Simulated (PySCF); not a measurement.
Isomers of C5H8F2O2Si, mass 166.026 u with the commonest isotopes. Method: PBE0/pcSseg-1 in PySCF (dipole) on a GFN2-xTB geometry, gas phase. One conformer each, none proved a minimum here; rigid rotors.

Question: Order these by radius of gyration √(Σ m r²/M), smallest first.
A. `[O:1]=[CH:2][O:3][C@@H:4]1[C@H:5]([F:6])[CH2:7][SiH2:8][C@@H:9]1[F:10]` with O1–C2–O3–C4 1°, C2–O3–C4–C5 -126°, O3–C4–C5–F6 62°, C4–C5–C7–Si8 -32°, C5–C7–Si8–C9 3°, C7–Si8–C9–F10 145°
B. `[O:1]=[C:2]([SiH3:3])[O:4][C@@:5]1([F:6])[CH2:7][C@@H:8]1[CH2:9][F:10]` with O1–C2–O4–C5 5°, C2–O4–C5–F6 81°, C7–C8–C9–F10 85°
C. `[CH3:1][C:2](=[O:3])/[CH:4]=[C:5](/[O:6][SiH3:7])[CH:8]([F:9])[F:10]` with C1–C2–C4–C5 -179°, C4–C5–O6–Si7 -170°, C4–C5–C8–F9 -112°

Answer: A (2.142 Å), C (2.404 Å), B (2.515 Å).

Question: Order these by rotational constant C, largest first.
A. `[O:1]=[CH:2][O:3][C@@H:4]1[C@H:5]([F:6])[CH2:7][SiH2:8][C@@H:9]1[F:10]` with O1–C2–O3–C4 1°, C2–O3–C4–C5 -126°, O3–C4–C5–F6 62°, C4–C5–C7–Si8 -32°, C5–C7–Si8–C9 3°, C7–Si8–C9–F10 145°
B. `[CH3:1][C:2](=[O:3])/[CH:4]=[C:5](/[O:6][SiH3:7])[CH:8]([F:9])[F:10]` with C1–C2–C4–C5 -179°, C4–C5–O6–Si7 -170°, C4–C5–C8–F9 -112°
C. `[O:1]=[C:2]([SiH3:3])[O:4][C@@:5]1([F:6])[CH2:7][C@@H:8]1[CH2:9][F:10]` with O1–C2–O4–C5 5°, C2–O4–C5–F6 81°, C7–C8–C9–F10 85°

Answer: A (727.9 MHz), B (554.5 MHz), C (517.1 MHz).

Question: Order these by out-of-plane moment Σ m c² = (Ia + Ib − Ic)/2, largest first.
A. `[CH3:1][C:2](=[O:3])/[CH:4]=[C:5](/[O:6][SiH3:7])[CH:8]([F:9])[F:10]` with C1–C2–C4–C5 -179°, C4–C5–O6–Si7 -170°, C4–C5–C8–F9 -112°
B. `[O:1]=[C:2]([SiH3:3])[O:4][C@@:5]1([F:6])[CH2:7][C@@H:8]1[CH2:9][F:10]` with O1–C2–O4–C5 5°, C2–O4–C5–F6 81°, C7–C8–C9–F10 85°
C. `[O:1]=[CH:2][O:3][C@@H:4]1[C@H:5]([F:6])[CH2:7][SiH2:8][C@@H:9]1[F:10]` with O1–C2–O3–C4 1°, C2–O3–C4–C5 -126°, O3–C4–C5–F6 62°, C4–C5–C7–Si8 -32°, C5–C7–Si8–C9 3°, C7–Si8–C9–F10 145°

Answer: B (72.67 u·Å²), C (67.63 u·Å²), A (48.34 u·Å²).

| SMILES | point group | Ia (u·Å²) | Ib (u·Å²) | Ic (u·Å²) | κ | μa (D) | μb (D) | μc (D) |
| --- | --- | --- | --- | --- | --- | --- | --- | --- |
| O=C([SiH3])O[C@@]1(F)C[C@@H]1CF | C1 | 207.40 | 915.24 | 977.30 | -0.96 | 2.24 | 1.11 | 1.32 |
| CC(=O)/C=C(/O[SiH3])C(F)F | C1 | 251.36 | 756.79 | 911.48 | -0.84 | 0.47 | 2.84 | 0.18 |
| O=CO[C@@H]1[C@H](F)C[SiH2][C@@H]1F | C1 | 358.43 | 471.10 | 694.27 | 0.01 | 3.66 | 0.73 | 0.39 |
